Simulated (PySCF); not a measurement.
# Adding and removing an electron: SrIn

PBE; Sr def2-SVPD with ECP28, In def2-SVPD with ECP28; scalar-relativistic core potentials (PySCF 2.14). Neutral (UKS): doublet (π ↑), Re = 3.438 Å, ωe = 95.6 cm⁻¹, De = 0.68 eV, HOMO -2.85 eV, LUMO -2.70 eV.

SrIn⁺ (UKS): singlet (closed shell), Re = 3.821 Å, ωe = 78.7 cm⁻¹, De = 1.60 eV to Sr⁺ + In. The energies at the minima are -220.81037 hartree for SrIn and -220.63507 for SrIn⁺.

Question: Work out the adiabatic ionisation energy, without and with harmonic zero-point energies (1 hartree = 27.2114 eV, 1 eV = 8065.5 cm⁻¹), and the change of the bond length.

Answer: At PBE: 0.17530 hartree = 4.770 eV between the minima; the zero-point term (78.7 − 95.6)/2 cm⁻¹ = -0.001 eV makes it 4.769 eV. Re changes by +38.3 pm against the neutral. The electron leaves a π orbital, and the longer bond of the ion fits a bonding orbital, or a change in how ionic the bond is.

SrIn⁻ (UKS): triplet (π ↑↑), Re = 3.250 Å, ωe = 111 cm⁻¹, De = 1.47 eV to Sr + In⁻. The energies at the minima are -220.81037 hartree for SrIn and -220.84507 for SrIn⁻.

Question: Work out the adiabatic electron affinity, without and with harmonic zero-point energies (1 hartree = 27.2114 eV, 1 eV = 8065.5 cm⁻¹), and the change of the bond length.

Answer: At PBE: 0.03470 hartree = 0.944 eV between the minima; the zero-point term (95.6 − 111.0)/2 cm⁻¹ = -0.001 eV makes it 0.943 eV. Re changes by -18.8 pm against the neutral. The electron enters a π orbital; the charge polarises the partner, so the anion is bound more strongly.

Closed-shell solutions of metal pairs were not tested for spin polarisation, which can lower them a little. These are scalar-relativistic numbers at best; spin–orbit coupling would shift them, the dissociation energy most. For an ion De counts to the pair picked by the measured ionisation energies or electron affinities, which need not be the lowest pair at this level. The highest Kohn–Sham level is positive in this anion. Much of that is self-interaction error, but it also means that the finite basis helps to hold the extra electron. States were picked by a PBE0 search and need not be the measured ground states.
